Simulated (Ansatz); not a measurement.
The cluster MgB6⁻. Total charge -1; doublet. Geometry PBE0-D4/def2-SVPD; atoms count from 1.

Cartesian coordinates in Å:
```
Mg -2.167 0.723 -2.220
B 1.522 -0.311 -0.422
B -1.668 0.304 -0.125
B -0.772 0.136 1.117
B 2.332 -0.580 0.863
B -0.075 -0.131 -0.401
B 0.829 -0.140 1.188
```

The relaxed charge -1 doublet is spin-contaminated (final ⟨S²⟩ up to 1.40, 0.75 for a pure state). The structure comes from a short search, and lower isomers may exist.

Estimate the Mulliken populations from the PBE0/def2-TZVPD orbitals of Ansatz.


| atom | charge (e) | spin (α − β) |
| --- | --- | --- |
| Mg1 | -0.01 | 0.62 |
| B2 | -0.37 | -0.05 |
| B3 | -0.16 | 0.04 |
| B4 | -0.63 | -0.16 |
| B5 | 0.04 | 0.55 |
| B6 | 0.27 | 0.04 |
| B7 | -0.14 | -0.04 |
Mulliken values depend strongly on the basis. With diffuse functions, as here, like atoms can get unlike values, and bond orders can come out too low or too high.

Where does the spin sit?

Summed by element: Mg 0.62, B 0.38, of 1 unpaired in all. Largest on single atoms: Mg1 0.62, B5 0.55, B4 -0.16.

And the Mayer bond orders between heavy atoms (over 0.3)?

Mg1–B3 1.05 (2.19 Å); B2–B5 1.49 (1.54 Å); B2–B6 0.67 (1.61 Å); B2–B7 0.81 (1.76 Å); B3–B4 2.00 (1.54 Å); B3–B6 0.50 (1.67 Å); B4–B6 0.73 (1.69 Å); B4–B7 1.01 (1.63 Å); B5–B7 1.06 (1.60 Å); B6–B7 0.58 (1.83 Å).
